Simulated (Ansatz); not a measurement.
Ansatz (a program for electronic structure) input:

Ansatz 0.2 input:
```yaml
crystal:
  periodic: [false, false, false]
  atoms:
    - {symbol: Si, position_ang: [-0.66100242, 0.07867757, 0.21951764]}
    - {symbol: Br, position_ang: [0.00834553, -0.28903227, -1.87773755]}
    - {symbol: Br, position_ang: [1.00822355, 0.19522273, 1.63629940]}
    - {symbol: O, position_ang: [-1.34165152, 1.50740484, -0.16004149]}
    - {symbol: O, position_ang: [-1.63979208, -1.08122009, 0.79064090]}
    - {symbol: H, position_ang: [-2.47433504, -1.22763033, 0.33229260]}
basis:
  gaussian:
    orbitals: def2-TZVPD
hamiltonian:
  xc: {name: SVWN5}
magnetization: {spin_polarized: true, initial_magnetization: 1}
output: {forces: true}
```

Question: What final total energy does it print?

Answer: -5579.75918 Eh (SVWN5/def2-TZVPD). The basis has 246 functions.

It need not be the lowest isomer of its formula.
